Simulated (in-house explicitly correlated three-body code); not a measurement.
Computed with an exponentially correlated three-body code. Model: two electrons around a point charge, non-relativistic, variational in 260 exponentially correlated functions (energies converged to about 1e-7 hartree, or 1e-8 relative for large Z).

For two electrons in a singlet the Kohn-Sham orbital is the square root of half the density, so the exact Kohn-Sham potential and energy parts follow from the density alone, and exchange is minus half the Hartree energy. The Kohn-Sham level equals minus the binding energy of the second electron.

Command:
```bash
python run_hyl.py task.json out
```
Settings (lengths in bohr, energies in hartree):
```
Z                      3.14
interaction_strength   1
functions              260
states_tried           13
```

Cost of the run: 15 s on 1 thread of AMD EPYC 9R45 96-Core Processor (Zen 5), on a shared host.

**Those bound S and P states to n = 4 that converged, binding against the one-electron ion.**

Given: nuclear charge 3.14.

Computed: one-electron threshold -4.9298 hartree.

```tsv
term	energy (hartree)	binding (eV)	quantum defect
1 1S	-8.0521275	84.963	0.14363
2 3S	-5.62154817	18.823	0.18061
2 1S	-5.54582017	16.763	0.072025
2 3P	?	?	?
2 1P	-5.49462523	15.37	-0.013454
3 3S	-5.21645982	7.8004	0.17372
3 1S	-5.19656472	7.259	0.070223
3 3P	?	?	?
3 1P	-5.18193884	6.861	-0.013553
4 3S	-5.08603224	4.2513	0.17163
4 1S	-5.07803916	4.0338	0.069776
4 3P	-5.07673842	3.9984	0.052419
4 1P	-5.07195479	3.8682	-0.013452
```

(1) What belongs in the row 2 3P?

(2) What belongs in the row 3 3P?

**Converged states only, values per electron or pair.**

| term | mean r (bohr) | mean r squared (bohr²) | mean inverse r (1/bohr) | mean r12 (bohr) | mean inverse r12 (1/bohr) | mean cosine | mean p1 dot p2 (bohr⁻²) | delta r1 (bohr⁻³) | delta r12 (bohr⁻³) |
| --- | --- | --- | --- | --- | --- | --- | --- | --- | --- |
| 1 1S | 0.54364 | 0.40157 | 2.8279 | 0.81729 | 1.6549 | -0.041741 | 0.30733 | 7.9375 | 0.63297 |
| 2 3S | 1.4134 | 3.3675 | 1.8681 | 2.4202 | 0.48879 | -0.01224 | 0.01903 | 5.2451 | - |
| 2 1S | ? | ? | ? | ? | ? | ? | ? | ? | ? |
| 2 3P | 1.3334 | 3.0458 | 1.8484 | 2.2784 | 0.54177 | -0.056034 | -0.35175 | 4.8562 | - |
| 2 1P | 1.4274 | 3.5359 | 1.834 | 2.4234 | 0.52797 | 0.012359 | 0.29321 | 4.9385 | 0.012551 |
| 3 3S | ? | ? | ? | ? | ? | ? | ? | ? | - |
| 3 1S | 3.2498 | 20.748 | 1.6918 | 6.0463 | 0.23123 | -0.0045117 | 0.0068658 | 5.003 | 0.022959 |
| 3 3P | 3.0496 | 18.384 | 1.692 | 5.6548 | 0.23917 | -0.014909 | -0.089837 | 4.9085 | - |
| 3 1P | 3.1878 | 20.183 | 1.6879 | 5.9201 | 0.23626 | 0.0034571 | 0.08542 | 4.9299 | 0.0042509 |
| 4 3S | 5.3819 | 59.661 | 1.6404 | 10.301 | 0.12959 | -0.0015265 | 0.0021356 | 4.9621 | - |
| 4 1S | 5.654 | 66.139 | 1.6381 | 10.844 | 0.1312 | -0.0019217 | 0.0028706 | 4.9586 | 0.0095756 |
| 4 3P | 5.4663 | 62.178 | 1.6382 | 10.472 | 0.13427 | -0.0060335 | -0.035819 | 4.9196 | - |
| 4 1P | 5.6501 | 66.57 | 1.6365 | 10.835 | 0.13319 | 0.0014189 | 0.035735 | 4.9283 | 0.0018706 |

(3) What belongs in the row 2 1S?

(4) What belongs in the row 3 3S?

**Functionals on the exact density and self-consistent, errors are functional minus exact, hybrids only self-consistent, a dash where a self-consistent run leaves the top level unbound.**

| result | exchange error (millihartree) | correlation error (millihartree) | functional driven error (millihartree) | density driven error (millihartree) | self consistent total error (millihartree) | top level plus exact binding (eV) |
| --- | --- | --- | --- | --- | --- | --- |
| AM05 | 187.37 | -75.83 | 111.54 | -1.4086 | 110.13 | 17.001 |
| LDA VWN5 | 243.37 | -94.113 | 149.26 | -2.0905 | 147.17 | 17.029 |
| BP86 | 6.8362 | -2.059 | 4.7771 | -0.73043 | 4.0467 | 15.972 |
| r2SCAN0 | - | - | - | - | ? | ? |
| RPBE | -2.2033 | -1.3083 | -3.5116 | -1.2358 | -4.7474 | 15.978 |
| LDA PW92 | 243.37 | -93.437 | 149.93 | -2.1004 | 147.83 | 17.039 |
| SCAN | -4.5603 | 3.1044 | -1.4559 | -0.29534 | -1.7512 | 14.518 |
| PW91 | 22.125 | -7.392 | 14.733 | -1.1853 | 13.547 | 15.934 |
| TPSS | ? | ? | ? | ? | ? | ? |
| HSE06 | - | - | - | - | 16.558 | 12.233 |
| wB97X | - | - | - | - | -8.8117 | 9.64 |
| PBE | 27.4 | -1.3083 | 26.092 | -1.1469 | 24.945 | 16.132 |
| r2SCAN | -4.5603 | 3.1044 | -1.4559 | -0.29534 | -1.7512 | 14.518 |
| PBE0 | - | - | - | - | 18.741 | 11.832 |
| revTPSS | -3.6274 | -4.9669 | -8.5943 | -0.18692 | -8.7813 | 14.731 |
| B3LYP VWN-RPA | - | - | - | - | -5.2675 | 12.295 |
| BLYP | 6.8362 | -4.203 | 2.6331 | -1.4858 | 1.1473 | 15.81 |
| OLYP | 4.4164 | -4.203 | 0.21334 | -1.4525 | -1.2391 | 15.9 |
| PBEsol | 103.34 | -13.297 | 90.039 | -1.1847 | 88.855 | 16.747 |
| M06-L | -19.79 | -2.1371 | -21.927 | -2.2791 | -24.206 | 14.353 |

(5) What belongs in the row r2SCAN0?

(6) What belongs in the row TPSS?

**Density and exact potentials over r, pair density (one pair, times 4 pi r12^2) and exact minus Kohn-Sham pair density over r12.**

```json
{"radius (bohr)": "0.0678", "radial density (electrons/bohr)": "0.60093", "exchange potential (hartree)": "-2.7658", "intracule density (1/bohr)": "0.037923", "Coulomb hole against Kohn-Sham (1/bohr)": "-0.01258", "correlation potential (hartree)": "-0.041"}
{"radius (bohr)": "0.0789", "radial density (electrons/bohr)": "0.75987", "exchange potential (hartree)": "-2.7465", "intracule density (1/bohr)": "0.051376", "Coulomb hole against Kohn-Sham (1/bohr)": "-0.0164", "correlation potential (hartree)": "-0.037"}
{"radius (bohr)": "0.0919", "radial density (electrons/bohr)": "0.95157", "exchange potential (hartree)": "-2.7216", "intracule density (1/bohr)": "0.0696", "Coulomb hole against Kohn-Sham (1/bohr)": "-0.02123", "correlation potential (hartree)": "-0.033"}
{"radius (bohr)": "0.107", "radial density (electrons/bohr)": "1.1758", "exchange potential (hartree)": "-2.69", "intracule density (1/bohr)": "0.093966", "Coulomb hole against Kohn-Sham (1/bohr)": "-0.02719", "correlation potential (hartree)": "-0.028"}
{"radius (bohr)": "0.124", "radial density (electrons/bohr)": "1.4232", "exchange potential (hartree)": "-2.6516", "intracule density (1/bohr)": "0.12525", "Coulomb hole against Kohn-Sham (1/bohr)": "-0.03412", "correlation potential (hartree)": "-0.022"}
{"radius (bohr)": "0.145", "radial density (electrons/bohr)": "1.7126", "exchange potential (hartree)": "-2.6007", "intracule density (1/bohr)": "0.16897", "Coulomb hole against Kohn-Sham (1/bohr)": "-0.04268", "correlation potential (hartree)": "-0.015"}
{"radius (bohr)": "0.169", "radial density (electrons/bohr)": "2.0119", "exchange potential (hartree)": "-2.5392", "intracule density (1/bohr)": "0.22487", "Coulomb hole against Kohn-Sham (1/bohr)": "-0.05201", "correlation potential (hartree)": "-0.008"}
{"radius (bohr)": "0.196", "radial density (electrons/bohr)": "?", "exchange potential (hartree)": "?", "intracule density (1/bohr)": "?", "Coulomb hole against Kohn-Sham (1/bohr)": "?", "correlation potential (hartree)": "?"}
{"radius (bohr)": "0.229", "radial density (electrons/bohr)": "2.579", "exchange potential (hartree)": "-2.3769", "intracule density (1/bohr)": "0.38388", "Coulomb hole against Kohn-Sham (1/bohr)": "-0.07049", "correlation potential (hartree)": "0.008"}
{"radius (bohr)": "0.266", "radial density (electrons/bohr)": "2.7953", "exchange potential (hartree)": "-2.275", "intracule density (1/bohr)": "0.48858", "Coulomb hole against Kohn-Sham (1/bohr)": "-0.07709", "correlation potential (hartree)": "0.014"}
{"radius (bohr)": "0.31", "radial density (electrons/bohr)": "2.9331", "exchange potential (hartree)": "-2.1555", "intracule density (1/bohr)": "0.61201", "Coulomb hole against Kohn-Sham (1/bohr)": "-0.07958", "correlation potential (hartree)": "0.02"}
{"radius (bohr)": "0.361", "radial density (electrons/bohr)": "2.9587", "exchange potential (hartree)": "-2.0219", "intracule density (1/bohr)": "0.74539", "Coulomb hole against Kohn-Sham (1/bohr)": "-0.07565", "correlation potential (hartree)": "0.023"}
{"radius (bohr)": "0.42", "radial density (electrons/bohr)": "2.8549", "exchange potential (hartree)": "-1.8763", "intracule density (1/bohr)": "0.87706", "Coulomb hole against Kohn-Sham (1/bohr)": "-0.06376", "correlation potential (hartree)": "0.025"}
{"radius (bohr)": "0.489", "radial density (electrons/bohr)": "2.6174", "exchange potential (hartree)": "-1.7203", "intracule density (1/bohr)": "0.99098", "Coulomb hole against Kohn-Sham (1/bohr)": "-0.04359", "correlation potential (hartree)": "0.024"}
{"radius (bohr)": "0.569", "radial density (electrons/bohr)": "2.2646", "exchange potential (hartree)": "-1.5589", "intracule density (1/bohr)": "1.0642", "Coulomb hole against Kohn-Sham (1/bohr)": "-0.01744", "correlation potential (hartree)": "0.021"}
{"radius (bohr)": "0.662", "radial density (electrons/bohr)": "1.8334", "exchange potential (hartree)": "-1.3964", "intracule density (1/bohr)": "1.0752", "Coulomb hole against Kohn-Sham (1/bohr)": "0.009922", "correlation potential (hartree)": "0.017"}
{"radius (bohr)": "0.771", "radial density (electrons/bohr)": "?", "exchange potential (hartree)": "?", "intracule density (1/bohr)": "?", "Coulomb hole against Kohn-Sham (1/bohr)": "?", "correlation potential (hartree)": "?"}
{"radius (bohr)": "0.898", "radial density (electrons/bohr)": "0.93762", "exchange potential (hartree)": "-1.0839", "intracule density (1/bohr)": "0.86592", "Coulomb hole against Kohn-Sham (1/bohr)": "0.04359", "correlation potential (hartree)": "0.008"}
{"radius (bohr)": "1.05", "radial density (electrons/bohr)": "0.56951", "exchange potential (hartree)": "-0.93956", "intracule density (1/bohr)": "0.66319", "Coulomb hole against Kohn-Sham (1/bohr)": "0.04188", "correlation potential (hartree)": "0.005"}
{"radius (bohr)": "1.22", "radial density (electrons/bohr)": "0.31299", "exchange potential (hartree)": "-0.81458", "intracule density (1/bohr)": "0.45345", "Coulomb hole against Kohn-Sham (1/bohr)": "0.03087", "correlation potential (hartree)": "0.003"}
{"radius (bohr)": "1.42", "radial density (electrons/bohr)": "0.14858", "exchange potential (hartree)": "-0.70248", "intracule density (1/bohr)": "0.26675", "Coulomb hole against Kohn-Sham (1/bohr)": "0.01701", "correlation potential (hartree)": "0.002"}
{"radius (bohr)": "1.65", "radial density (electrons/bohr)": "0.060584", "exchange potential (hartree)": "-0.60554", "intracule density (1/bohr)": "0.13326", "Coulomb hole against Kohn-Sham (1/bohr)": "0.006405", "correlation potential (hartree)": "0.001"}
```

(7) What belongs in the row 0.196?

(8) What belongs in the row 0.771?

Results:

(1) energy (hartree): -5.53298831; binding (eV): 16.414; quantum defect: 0.051626.

(2) energy (hartree): -5.19332919; binding (eV): 7.171; quantum defect: 0.052292.

(3) mean r (bohr): 1.548; mean r squared (bohr²): 4.1457; mean inverse r (1/bohr): 1.8471; mean r12 (bohr): 2.6723; mean inverse r12 (1/bohr): 0.50811; mean cosine: -0.014449; mean p1 dot p2 (bohr⁻²): 0.023425; delta r1 (bohr⁻³): 5.1936; delta r12 (bohr⁻³): 0.078511.

(4) mean r (bohr): 3.0472; mean r squared (bohr²): 18.063; mean inverse r (1/bohr): 1.6974; mean r12 (bohr): 5.6454; mean inverse r12 (1/bohr): 0.22682; mean cosine: -0.0036681; mean p1 dot p2 (bohr⁻²): 0.0052559; delta r1 (bohr⁻³): 5.0132.

(5) self consistent total error (millihartree): -0.44915; top level plus exact binding (eV): 10.666.

(6) exchange error (millihartree): -4.1722; correlation error (millihartree): -2.2658; functional driven error (millihartree): -6.4381; density driven error (millihartree): -0.29973; self consistent total error (millihartree): -6.7378; top level plus exact binding (eV): 15.004.

(7) radial density (electrons/bohr): 2.3006; exchange potential (hartree): -2.4672; intracule density (1/bohr): 0.29377; Coulomb hole against Kohn-Sham (1/bohr): -0.06137; correlation potential (hartree): 0.

(8) radial density (electrons/bohr): 1.3715; exchange potential (hartree): -1.2362; intracule density (1/bohr): 1.0088; Coulomb hole against Kohn-Sham (1/bohr): 0.03223; correlation potential (hartree): 0.012.

The density-driven part is never positive, since each functional's own density lowers its energy. Here it is small beside the functional-driven part (median ratio 0.08), the normal case.
